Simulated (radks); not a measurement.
The numbers below are computed, except where a source is named.
Species: Ti V. Configuration: [Ne] 3s1 3p6 3d1 (not the ground configuration). Level of theory: scalar-relativistic Kohn-Sham, PBE, spin-polarised, spherical densities, finite nucleus; open shells are filled with parallel spins first; Fermi nuclear charge, rms radius 3.5921 fm (a radial shooting solver on a logarithmic mesh with Libxc functionals). Some entries of the table are withheld. Estimate them.

orbital,occ.,eigenvalue (eV),<r> (bohr),r(max) (bohr)
1s up,1,-4927.965,0.06959,0.04555
1s down,1,-4927.503,0.06959,0.04555
2s up,1,-595.3265,0.3248,0.2688
2s down,1,-594.4349,0.3245,0.2688
2p up,3,(1),0.2897,0.2195
2p down,3,(2),0.2894,0.2194
3s up,1,-116.5658,0.9700,0.8556
3s down,0,-113.4792,0.9748,0.8572
3p up,3,-91.9499,1.019,0.8783
3p down,3,-89.0167,1.027,0.8808
3d up,1,-54.5284,1.129,0.8723
3d down,0,-51.9313,1.149,0.8788

Answer. 
(1) 2p up eigenvalue (eV): -502.6990
(2) 2p down eigenvalue (eV): -501.8980
